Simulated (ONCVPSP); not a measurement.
Transferability test, ONCV potential for Ti (Z = 22)

titanium (Ti), optimised norm-conserving Vanderbilt (ONCV), made with ONCVPSP 4.0.1 (PBEsol, scalar-relativistic). Core [Ne] 3s2, reference 3p6 3d2 4s2. Waves: 4s: rc 3.15 bohr, ncon 4, nbas 9, qcut 2.4 1/bohr, 2 projectors, debl 2.5 Ha; 3p: rc 1.25 bohr, ncon 4, nbas 9, qcut 13.2 1/bohr, 2 projectors, debl 2.4 Ha; 3d: rc 2.05 bohr, ncon 4, nbas 8, qcut 8.6 1/bohr, 1 projector. Local part: polynomial inside 1.20 bohr (lpopt 5, dvloc0 -1 Ha). Core correction: Teter function, parameters optimised by the program.

Energies are relative to the spin-unpolarised reference configuration 3p6 3d2 4s2; without spin polarisation the order of configurations can differ from experiment.

```csv
valence configuration,charge,ΔE all-electron (eV),error AE − PS (meV)
3p6 3d2 4s1,+1,7.359,-9.3
3p6 3d1 4s2 4p1,0,4.697,+22
```

Q: What are ΔE and the potential's error for 3p6 3d1 4s0?

A: ΔE = 47.727 eV all-electron; the error (AE − PS) is -0.7 meV.

Q: What are ΔE and the potential's error for 3p6 3d2 4s0?

A: ΔE = 20.830 eV all-electron; the error (AE − PS) is -52 meV.

Note: ghosts flagged at negative energy: s at -10.2 eV; no localised positive-energy state flagged. A true bound ghost makes a file unfit for plane-wave use.
